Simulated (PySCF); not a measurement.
Dissociation curve of GeH, doublet.

- UHF/cc-pVTZ (PySCF)
- UKS-PBE = unrestricted PBE/cc-pVTZ (PySCF)
- UKS-TPSSh = unrestricted TPSSh/cc-pVTZ in PySCF

Magnitude of the dipole moment (D; its direction can reverse along the curve, and a method can change to another solution) and Mulliken charge of the fragment that holds Ge1:

```tsv
R / Å	μ UHF	q UHF	μ UKS-PBE	q UKS-PBE	μ UKS-TPSSh	q UKS-TPSSh
1.19	1.18	0.12	0.98	0.05	1.05	0.09
1.29	0.94	0.11	0.73	0.05	0.80	0.09
1.37	0.72	0.10	0.52	0.06	0.58	0.09
1.44	0.52	0.11	0.33	0.07	0.38	0.10
1.50	0.33	0.12	0.17	0.08	0.21	0.10
1.57	0.11	0.13	0.03	0.09	0.01	0.11
1.60	0.02	0.13	0.11	0.10	0.08	0.12
1.65	0.15	0.14	0.26	0.10	0.23	0.12
1.70	0.32	0.15	0.40	0.11	0.38	0.13
1.79	0.63	0.16	0.65	0.12	0.65	0.14
1.86	0.88	0.17	0.85	0.13	0.86	0.14
1.97	1.27	0.19	1.14	0.14	1.18	0.15
2.12	1.62	0.19	1.53	0.15	1.60	0.17
```

The scan ran from 1.19 to 6.40 Å; beyond the distances shown one of the unrestricted levels run for this scan, shown here or not, changes its spin distribution in one step. The unrestricted determinant behind UHF is spin-contaminated at 2.12 Å (<S²> up to 0.9, against 0.75 for a pure doublet).
